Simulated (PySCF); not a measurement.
Species: C3H7O4P.
SMILES: `O(P1(OCCO1)=O)C`

All values: PBE0/def2-SVPD (PySCF, non-relativistic), on one gas-phase PBE0-D3(BJ)/def2-SVP geometry that isn't relaxed in the solvent. The solvent is an IEF-PCM continuum (Bondi radii, 1.10 Å for H, scaled by 1.2), and excitations are vertical TDDFT with non-equilibrium linear response and a frozen core. Specific hydrogen bonds and non-electrostatic terms are outside this model.

Gas-phase singlets (H = HOMO, L = LUMO):

```
state  E (eV)  λ (nm)      f  leading configurations
   S1   7.478     166  0.007                 H→L 88%
   S2   7.773     160  0.030  H-1→L 85%, H-1→L+1 10%
   S3   7.954     156  0.003               H→L+1 87%
   S4   8.398     148  0.016  H-2→L 58%, H-1→L+1 26%
   S5   8.404     148  0.024  H-1→L+1 48%, H-2→L 17%
```

**Question.** How does the list change in benzene (ε = 2.271)?

**Answer.** 
```
state  E (eV)  λ (nm)      f  leading configurations  change by rank (eV)
   S1   7.470     166  0.007                 H→L 95%               -0.008
   S2   7.883     157  0.038               H-1→L 93%               +0.110
   S3   8.152     152  0.004               H→L+1 92%               +0.198
   S4   8.432     147  0.004    H-2→L 43%, H→L+2 25%               +0.034
   S5   8.478     146  0.033    H-3→L 53%, H-2→L 35%               +0.074
```

**Question.** How do the frontier levels move from gas to benzene?

**Answer.** 
```tsv
orbital	gas (eV)	solvent (eV)	change (eV)
LUMO+2	1.13	1.26	+0.13
LUMO+1	0.59	0.85	+0.26
LUMO	0.35	0.35	0.00
HOMO	-8.44	-8.44	0.00
HOMO-1	-8.73	-8.89	-0.16
HOMO-2	-9.35	-9.45	-0.10
HOMO-3	-9.53	-9.50	+0.03
```

The HOMO–LUMO gap goes from 8.79 to 8.79 eV. Rows go by rank; for HOMO-3 and HOMO-2 the atom shares or the degeneracy differ between the runs, so the row needn't follow one orbital.

Hardware: one thread of an Arm Neoverse V1, no GPU, on a shared host. Cost: 50 s of wall time, 1.1 GiB resident at most. This is the whole response run at PBE0/def2-SVPD in benzene, SCF included.
